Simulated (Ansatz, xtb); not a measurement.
C3H10OSi: which of two isomers lies lower

Structure a: `C[C@@H](O)C[SiH3]`, a singlet. Structure b: `CC(C)(O)[SiH3]`, a singlet. Both are isolated molecules in the gas phase, relaxed with PBE0-D3(BJ)/def2-SVP; the shapes shown needn't be the lowest conformers.

a (Å):

```json
{"atom": "C", "x (Å)": "-1.5285", "y (Å)": "-0.8337", "z (Å)": "-0.1699"}
{"atom": "C", "x (Å)": "-0.3422", "y (Å)": "-0.4419", "z (Å)": "-1.0349"}
{"atom": "C", "x (Å)": "0.9348", "y (Å)": "-0.2065", "z (Å)": "-0.2287"}
{"atom": "O", "x (Å)": "-0.6438", "y (Å)": "0.6765", "z (Å)": "-1.8448"}
{"atom": "Si", "x (Å)": "2.3002", "y (Å)": "0.5912", "z (Å)": "-1.2695"}
{"atom": "H", "x (Å)": "-1.3241", "y (Å)": "-1.7542", "z (Å)": "0.3976"}
{"atom": "H", "x (Å)": "-1.7556", "y (Å)": "-0.0371", "z (Å)": "0.5594"}
{"atom": "H", "x (Å)": "-2.4213", "y (Å)": "-0.9957", "z (Å)": "-0.7915"}
{"atom": "H", "x (Å)": "-0.1476", "y (Å)": "-1.2551", "z (Å)": "-1.7551"}
{"atom": "H", "x (Å)": "-0.8440", "y (Å)": "1.4181", "z (Å)": "-1.2611"}
{"atom": "H", "x (Å)": "1.3045", "y (Å)": "-1.1541", "z (Å)": "0.1974"}
{"atom": "H", "x (Å)": "0.7258", "y (Å)": "0.4530", "z (Å)": "0.6347"}
{"atom": "H", "x (Å)": "2.0519", "y (Å)": "2.0471", "z (Å)": "-1.4913"}
{"atom": "H", "x (Å)": "3.6060", "y (Å)": "0.4623", "z (Å)": "-0.5475"}
{"atom": "H", "x (Å)": "2.4230", "y (Å)": "-0.0980", "z (Å)": "-2.5893"}
```

b (Å):

```yaml
atoms:
  - { symbol: C, position_ang: [-0.8246, -0.3740, -1.8151] }
  - { symbol: C, position_ang: [0.0285, -0.1054, -0.5859] }
  - { symbol: C, position_ang: [0.7280, -1.3764, -0.1180] }
  - { symbol: O, position_ang: [-0.8727, 0.3643, 0.4171] }
  - { symbol: Si, position_ang: [1.2804, 1.3086, -0.9257] }
  - { symbol: H, position_ang: [-0.2121, -0.7189, -2.6617] }
  - { symbol: H, position_ang: [-1.3686, 0.5322, -2.1199] }
  - { symbol: H, position_ang: [-1.5708, -1.1519, -1.5828] }
  - { symbol: H, position_ang: [-0.0244, -2.1436, 0.1303] }
  - { symbol: H, position_ang: [1.3378, -1.1953, 0.7832] }
  - { symbol: H, position_ang: [1.3958, -1.7819, -0.8935] }
  - { symbol: H, position_ang: [-0.3807, 0.4573, 1.2406] }
  - { symbol: H, position_ang: [1.9415, 1.6587, 0.3731] }
  - { symbol: H, position_ang: [0.5623, 2.5122, -1.4403] }
  - { symbol: H, position_ang: [2.3421, 0.9137, -1.9062] }
```

Q: Estimate E(b) − E(a) at the level CCSD(T)/def2-SVP + ΔMP2/def2-TZVPP.

A: Calculated at CCSD(T)/def2-SVP + ΔMP2/def2-TZVPP: E(b) − E(a) = +3.7 kcal/mol, so structure a lies lower.

Level by level:

```tsv
level	geometry	E(b) − E(a) (kcal/mol)	departure from the last row (kcal/mol)	job, with rough time for the two
GFN2-xTB	GFN2-xTB	+2.7	−1.0	optimisation, 0.17 s
HF/STO-3G	GFN2-xTB	+5.1	+1.4	single point, 0.32 s
r2SCAN-D4/def2-SVP	GFN2-xTB	+4.0	+0.3	single point, 2.5 s
PBE0-D3(BJ)/def2-SVP	PBE0-D3(BJ)/def2-SVP	+4.4	+0.7	optimisation, 30 s
HF/def2-SVP	PBE0-D3(BJ)/def2-SVP	+6.5	+2.8	part of the CCSD(T) run
MP2/def2-SVP	PBE0-D3(BJ)/def2-SVP	+4.4	+0.7	part of the CCSD(T) run
CCSD(T)/def2-SVP	PBE0-D3(BJ)/def2-SVP	+4.4	+0.7	single point
CCSD(T)/def2-SVP + ΔMP2/def2-TZVPP	PBE0-D3(BJ)/def2-SVP	+3.7		single point, 27 s
```

As drawn, both hold the same kinds of bond in the same numbers. Structure a has 1 methyl group, b 2.

None of the levels shown reverses the order. The largest departure from CCSD(T)/def2-SVP + ΔMP2/def2-TZVPP is that of HF/def2-SVP, 2.8 kcal/mol. The last row adds to CCSD(T) the change of the MP2 difference between the two basis sets, here −0.7 kcal/mol.

With thermal terms from frequencies at re-optimised GFN2-xTB minima (ideal gas, soft modes damped towards free rotors, one conformer each, 298.15 K, 1 atm): the zero-point term adds −0.7 kcal/mol; ΔH is +3.3 and ΔG +3.0 kcal/mol.

The correlated steps freeze 9 core orbitals. Mirror images aren't counted in ΔG. Programs: Ansatz 0.2.0, xtb 6.7.1; the last row on 2 threads of Intel(R) Xeon(R) 6975P-C (Granite Rapids) on a shared host.
